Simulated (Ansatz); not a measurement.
C3H5AlF2 (`[CH3][Al]1[CH2][C]1(F)F`). The species carries charge 0 and has multiplicity 1. Geometry: relaxed with PBE0-D4/def2-TZVP.

```xyz
11

C     1.555   -0.230    1.660
Al    0.240    0.009    0.256
C    -0.661   -0.506   -1.367
C    -1.248    0.774   -0.730
F    -2.505    0.532   -0.237
F    -1.351    1.831   -1.575
H     2.453   -0.721    1.278
H     1.139   -0.869    2.446
H     1.840    0.719    2.118
H    -1.378   -1.297   -1.588
H    -0.085   -0.243   -2.260
```

Problem. What is the dipole moment at r2SCAN/def2-TZVPP? (An estimate is asked.)

Solution. Computed: 4.01 D, with components (3.23, -1.60, 1.76) D in this frame, pointing from negative to positive charge.

Problem. And with PBE, B3LYP, ωB97M-V? (Estimate.)

Solution. Computed: PBE 3.82 D, B3LYP 4.19 D, ωB97M-V 4.28 D.

Problem. Give the Mulliken charges with r2SCAN, ωB97M-V, PBE in def2-TZVPP. (Best estimate.)

Solution. Computed: 
| atom | r2SCAN | ωB97M-V | PBE |
| --- | --- | --- | --- |
| C1 | -0.33 | -0.44 | -0.37 |
| Al2 | 0.51 | 0.46 | 0.30 |
| C3 | -0.29 | -0.34 | -0.23 |
| C4 | 0.17 | 0.18 | 0.16 |
| F5 | -0.21 | -0.21 | -0.17 |
| F6 | -0.21 | -0.20 | -0.17 |
| H7 | 0.07 | 0.12 | 0.11 |
| H8 | 0.07 | 0.11 | 0.10 |
| H9 | 0.08 | 0.12 | 0.11 |
| H10 | 0.07 | 0.11 | 0.08 |
| H11 | 0.06 | 0.10 | 0.07 |

B3LYP here is the variant with VWN-RPA as its local correlation; programs differ in this.
